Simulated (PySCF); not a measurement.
**Orbital picture of CeN**

PBE at R = 1.752 Å; Ce x2c-SVPall, N x2c-SVPall; spin-free X2C with a Gaussian nucleus (PySCF 2.14). State: doublet, about 1.5 electrons in the 4f shell (Mulliken), real f orbitals that mix terms. Only the outer orbitals are listed, counted within each symmetry.

| spin | orbital | occ. | ε (eV) | on Ce (%) | main shells (%) |
| --- | --- | --- | --- | --- | --- |
| α | 12σ | 1 | -21.76 | 80 | 79 Ce p, 15 N s |
| α | 6π | 1 | -19.42 | 99 | 99 Ce p |
| α | 6π | 1 | -19.42 | 99 | 99 Ce p |
| α | 13σ | 1 | -11.26 | 32 | 67 N s, 15 Ce p, 11 Ce d |
| α | 7π | 1 | -4.27 | 41 | 58 N p, 32 Ce d, 8 Ce f |
| α | 7π | 1 | -4.27 | 41 | 58 N p, 32 Ce d, 8 Ce f |
| α | 14σ | 1 | -3.52 | 51 | 45 N p, 25 Ce d, 14 Ce p |
| α | 1φ | 1 | -0.64 | 100 | 100 Ce f |
| α | 15σ | 0 | -2.20 | 99 | 82 Ce s, 14 Ce p |
| α | 16σ | 0 | -0.92 | 100 | 72 Ce f, 24 Ce d |
| α | 8π | 0 | -0.91 | 100 | 67 Ce f, 27 Ce d |
| β | 12σ | 1 | -21.72 | 80 | 79 Ce p, 16 N s |
| β | 6π | 1 | -18.93 | 99 | 99 Ce p |
| β | 6π | 1 | -18.93 | 99 | 99 Ce p |
| β | 13σ | 1 | -11.24 | 31 | 67 N s, 15 Ce p, 11 Ce d |
| β | 7π | 1 | -4.24 | 41 | 59 N p, 33 Ce d |
| β | 7π | 1 | -4.24 | 41 | 59 N p, 33 Ce d |
| β | 14σ | 1 | -3.44 | 51 | 45 N p, 26 Ce d, 15 Ce p |
| β | 15σ | 0 | -2.18 | 100 | 82 Ce s, 14 Ce p |
| β | 3δ | 0 | -0.63 | 100 | 85 Ce d, 15 Ce f |
| β | 3δ | 0 | -0.63 | 100 | 85 Ce d, 15 Ce f |

Task: Which are the highest filled and the lowest empty level, where do they sit, and how wide is the gap?

Result: Highest filled α 1φ at -0.64 eV (in %: 100 Ce f); lowest empty α 15σ at -2.20 eV (in %: 82 Ce s, 14 Ce p); the gap at PBE is -1.56 eV.

```json
{
 "bond order (Mayer)": "3.18",
 "⟨S²⟩": "0.755",
 "charge on Ce (Mulliken, basis-dependent)": "0.17",
 "charge on Ce (Löwdin, basis-dependent)": "-0.01",
 "dipole moment (positive dipole means Ce(−)N(+))": "-6.75 D"
}
```

Spin–orbit coupling is left out. Counting both spins, an empty level lies below a filled one in this solution, because spin and occupation are held. The state is the lowest single determinant that the PBE0 search found; with open d or f shells the true ground state can be another one.
